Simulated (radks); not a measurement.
Values are calculated unless marked as measured or tabulated.
All-electron atom: Pr II in [Xe] 4f3 5f1 (not the ground configuration). Code: a radial shooting solver on a logarithmic mesh with Libxc functionals. Model: Dirac Kohn-Sham, BLYP, spin-unpolarised, spherical densities, point nucleus; open shells fill j = l - 1/2 first.

Spin-orbit splittings of the eigenvalues, e(l+1/2) - e(l-1/2), with zeta = 2 splitting/(2l+1) and mean radii in bohr:

| shell | occ. | splitting (eV) | zeta (eV) | <r> j=l-1/2 | <r> j=l+1/2 |
|---|---|---|---|---|---|
| 2p | 6 | 482.5 | 321.6 | 0.08604 | 0.09235 |
| 3p | 6 | 95.56 | 63.71 | 0.2617 | 0.2740 |
| 3d | 10 | ? | ? | 0.2452 | 0.2491 |
| 4p | 6 | 20.59 | 13.72 | 0.6404 | 0.6684 |
| 4d | 10 | 3.608 | 1.443 | 0.7221 | 0.7322 |
| 4f | 3 | 0.3449 | 0.09855 | 1.148 | 1.165 |
| 5p | 6 | 2.823 | 1.882 | 1.698 | 1.784 |
| 5f | 1 | 0.003155 | 0.0009013 | 8.747 | 8.761 |

Estimate the 3d splitting.

Answer. 20.60 eV (zeta = 8.240 eV).
